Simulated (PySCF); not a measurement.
SMILES C(C)(C)(S)[CH2], doublet, PBE0/def2-SVP optimised geometry. Atoms within 1.6 Å of the plane z = 0.0 Å (x, y, z in Å): C1 (0.64, 0.77, -1.25), C2 (0.21, 0.11, 0.00), C3 (0.71, 0.84, 1.24), C4 (0.59, -1.37, 0.03), S5 (-1.67, 0.11, 0.00), H6 (0.76, 1.86, -1.29), H8 (1.82, 0.80, 1.28), H10 (0.41, 1.89, 1.24), H11 (0.19, -1.86, 0.93), H12 (1.68, -1.47, 0.03), H13 (0.20, -1.89, -0.86), H14 (-1.82, 1.46, 0.00).

Calculation: unrestricted PBE0/def2-TZVP run with PySCF. Cells within 0.4 Å of a nucleus heavier than hydrogen are left out (blank, or x).

Map of the HOMO amplitude (α) (bohr^(-3/2)) on the plane z = 0.0 Å; orbital energy -5.90 eV, overall sign arbitrary:

```
|4444444444444444444444444444444|
|4444444444444444444444444444444|
|4444444444444444444444444444444|
|4444444444444444444444444444444|
|4444444444444444444444444444444|
|4444444444444444444444444444444|
|4444444444444444444444444444444|
|4444444444444444444444444444444|
|4444444444444433344455554444444|
|4444444455544433344555555444444|
|4443334455555433344555555544444|
|4433333456665443344555555544444|
|4333322346776543344566555544444|
|4333211246898654334566555544444|
|43322101xxx9876xxx4555555544444|
|43322100xxx9876xxx3455555444444|
|433321002x788754x23444554444444|
|4333221124676653222344444444444|
|4333322234555543212334444444444|
|44333333344554432xx234444444444|
|4443333334444443xxx344444444444|
|4444433444444444xxx444444444444|
|4444444444444444555444444444444|
|4444444444444444555444444444444|
|4444444444444444444444444444444|
|4444444444444444444444444444444|
|4444444444444444444444444444444|
|4444444444444444444444444444444|
|4444444444444444444444444444444|
|4444444444444444444444444444444|
|4444444444444444444444444444444|
```
Scale: ten equal steps from -0.084 (start of '0') to 0.105 (end of '9'), in the order '0123456789'; x runs from -4.00 to 4.00, y from -4.00 (bottom) to 4.00 (top).
